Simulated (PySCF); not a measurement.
Job file and geometry (Å, from GFN2-xTB) of an NMR shielding run on `InChI=1S/C6H10BP/c1-4-5-7(8)6(2)3/h1H,2,5,8H2,3H3`, GIAO PBE0/pcSseg-1 NMR shielding, non-relativistic, gas phase (PySCF); density fitting, a coarse starting grid and PySCF grid level 2 are the driver's defaults:

```
$ OMP_NUM_THREADS=1 python probes_run.py task.json out

{"job": {"kind": "nmr", "xc": "PBE0", "basis": "pcSseg-1"}, "charge": 0, "multiplicity": 1}
C     -2.519613     1.556732    -0.946687
C     -2.004450     0.975793    -0.035150
C     -1.358129     0.248143     1.041263
B     -0.238988    -0.670566     0.374530
P     -0.729107    -2.417981    -0.141995
C      1.228349    -0.181038     0.227337
C      2.240936    -1.052392     0.204130
C      1.510045     1.296743     0.169208
H     -2.993728     2.083580    -1.719557
H     -0.962590     0.974756     1.755136
H     -2.125191    -0.341284     1.553829
H     -0.121553    -2.482801    -1.381022
H     -1.990666    -2.143651    -0.634763
H      2.065411    -2.116804     0.255190
H      3.274580    -0.743666     0.160794
H      0.873498     1.772867    -0.574743
H      1.290493     1.757183     1.131946
H      2.551944     1.490703    -0.075742
```

Q: Write the output of this run.

A: 
```
coarse grid: 15432 points
cycle   1  E = -600.1610468356  dE =  8.792e-01  |g| = 4.494e-01  |ddm| = 3.911e+00
cycle   2  E = -600.1661882573  dE = -5.141e-03  |g| = 4.305e-01  |ddm| = 1.028e+00
cycle   3  E = -600.2162293091  dE = -5.004e-02  |g| = 7.213e-02  |ddm| = 5.255e-01
cycle   4  E = -600.2172747046  dE = -1.045e-03  |g| = 3.802e-02  |ddm| = 1.049e-01
cycle   5  E = -600.2176242567  dE = -3.496e-04  |g| = 9.311e-03  |ddm| = 3.564e-02
cycle   6  E = -600.2176479396  dE = -2.368e-05  |g| = 2.409e-03  |ddm| = 1.279e-02
cycle   7  E = -600.2176492451  dE = -1.305e-06  |g| = 8.082e-04  |ddm| = 2.913e-03
final grid: 144104 points
cycle   8  E = -600.2651657233  dE = -3.965e-05  |g| = 8.476e-03  |ddm| = 4.893e-02
cycle   9  E = -600.2651481170  dE =  1.761e-05  |g| = 1.167e-02  |ddm| = 2.023e-02
cycle  10  E = -600.2651831372  dE = -3.502e-05  |g| = 3.140e-03  |ddm| = 1.275e-02
cycle  11  E = -600.2651856059  dE = -2.469e-06  |g| = 2.586e-04  |ddm| = 2.309e-03
cycle  12  E = -600.2651856208  dE = -1.487e-08  |g| = 1.280e-04  |ddm| = 4.571e-04
cycle  13  E = -600.2651856248  dE = -4.003e-09  |g| = 4.412e-05  |ddm| = 1.539e-04
cycle  14  E = -600.2651856253  dE = -4.795e-10  |g| = 1.182e-05  |ddm| = 4.703e-05
converged SCF energy = -600.2651856253

GIAO shielding tensors (ppm)
atom      isotropic    diamagn.    paramagn.     s11        s22        s33       span
  0 C      110.704     258.911    -148.207     36.810     38.642    256.662    219.852
  1 C      102.815     265.967    -163.152      3.618     13.466    291.361    287.744
  2 C      171.224     250.542     -79.318    151.631    171.452    190.589     38.957
  3 B       20.500     191.120    -170.619    -59.874      3.596    117.779    177.653
  4 P      521.747     969.039    -447.291    465.119    493.622    606.502    141.383
  5 C       24.504     260.342    -235.837    -93.351     -6.237    173.101    266.451
  6 C       44.360     253.998    -209.638    -61.730     53.016    141.793    203.523
  7 C      162.934     247.879     -84.945    147.978    156.223    184.602     36.625
  8 H       30.407      35.090      -4.683     24.996     25.166     41.058     16.062
  9 H       29.163      29.631      -0.469     26.179     26.762     34.547      8.368
 10 H       29.039      27.967       1.072     25.700     27.053     34.363      8.663
 11 H       29.150      31.857      -2.707     24.445     27.195     35.809     11.365
 12 H       29.131      31.085      -1.954     24.293     28.064     35.036     10.743
 13 H       25.630      31.986      -6.356     22.077     24.634     30.181      8.104
 14 H       25.473      30.941      -5.468     22.557     24.971     28.892      6.335
 15 H       29.343      31.629      -2.286     24.782     29.686     33.562      8.781
 16 H       29.443      30.174      -0.731     25.397     28.725     34.208      8.811
 17 H       29.888      30.599      -0.711     25.956     28.747     34.962      9.006
```

Size and cost of the density-fitted run: 193 basis functions, of the order of 90 core-seconds.
